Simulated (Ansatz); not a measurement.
One geometry of the cluster Sn₆, several levels of theory.

```yaml
crystal:
  periodic: [false, false, false]
  atoms:
    - {symbol: Sn, position_ang: [1.250480, -1.117963, 1.705549]}
    - {symbol: Sn, position_ang: [-0.028997, 1.612899, 0.775619]}
    - {symbol: Sn, position_ang: [-0.201025, -1.409651, -1.086396]}
    - {symbol: Sn, position_ang: [2.015284, 0.393390, -0.824651]}
    - {symbol: Sn, position_ang: [-1.312282, 1.180245, -1.794294]}
    - {symbol: Sn, position_ang: [-1.723461, -0.658920, 1.224173]}
basis:
  gaussian: {orbitals: def2-TZVP}
hamiltonian: {xc: pbe0, dispersion: d4}
scf: {omitted_lower_state_checks: [starts]}
output: {orbitals: {seedname: orbitals}}
```

The file start.molden holds the orbitals of an earlier run on this structure, at another level or in another basis.

```sh
$ ansatz run in.yaml --threads 4 --pin off --events-out ev --progress --plain --max-ram 6963MiB
```

Output, abridged:

```
Functional definition: PBE0
  name "PBE0"
  cite "Adamo & Barone, J. Chem. Phys. 110, 6158 (1999) doi:10.1063/1.478522"
  cite "Perdew, Burke & Ernzerhof, Phys. Rev. Lett. 77, 3865 (1996) doi:10.1103/PhysRevLett.77.3865"
  parent pbe
  parameter a = 0.25
  parameter kappa = 0.804
  parameter beta = 0.06672455060314922
  exchange = (1 - a)*pbe_x(kappa = kappa, mu = beta*pi^2/3) + a*exact_x
  correlation = pbe_c(beta = beta)
these checks for a lower state are left out or cut short: starts
2766 factors; their error is unknown
mean field evaluation 1: about -34993.3257 eV, gradient 3.4e1 eV
mean field evaluation 2: about -34985.8153 eV, gradient 6.9e1 eV
mean field evaluation 4: about -34995.7588 eV, gradient 9.9e0 eV
mean field evaluation 8: about -34996.5575 eV, gradient 4.0e-1 eV
mean field evaluation 16: about -34996.5577 eV, gradient 2.6e-4 eV
mean field -34996.55769720 eV, -1286.0997738532 hartree, gradient 2.5e-5 eV, S^2 0.000000; 0 other end points of the search recorded, 0 dependent functions left out
reference -34996.55772882 eV, -1286.0997750154 hartree; 66, 66 occupied and 234, 234 virtual orbitals, 2766 factors
Total energy: -34997.07407383 eV, -1286.1187503443 hartree
Checks for a lower state left out: starts
```

Hardware: 4 threads of Arm Neoverse V1 on a shared host. Wall time 21 s, peak host memory 2.1 GiB.

The first input with `gaussian: {orbitals: def2-TZVP, initial_orbitals: start.molden}`, `hamiltonian: {xc: pbe, dispersion: d4}` (abridged; 9 s):

```
Functional definition: PBE
mean field -34995.77829619 eV, -1286.0711313946 hartree, gradient 2.0e-5 eV, S^2 0.000000
Total energy: -34996.37437225 eV, -1286.0930367857 hartree
Checks for a lower state left out: starts
```

As the first input, with `gaussian: {orbitals: def2-TZVP, initial_orbitals: start.molden}`, `hamiltonian: {xc: {name: BHLYP}, dispersion: d4}` (abridged; 26 s):

```
Functional definition: BHLYP
mean field -34982.90581219 eV, -1285.5980763328 hartree, gradient 1.5e-5 eV, S^2 0.000000
Total energy: -34984.25168228 eV, -1285.6475361465 hartree
Checks for a lower state left out: starts
```

Geometry: r2SCAN-D4/def2-SVP, that of the charge +1 doublet.

In the def2 sets Sn takes a core potential; there is no spin–orbit coupling. The structure comes from a short search, and lower isomers may exist.
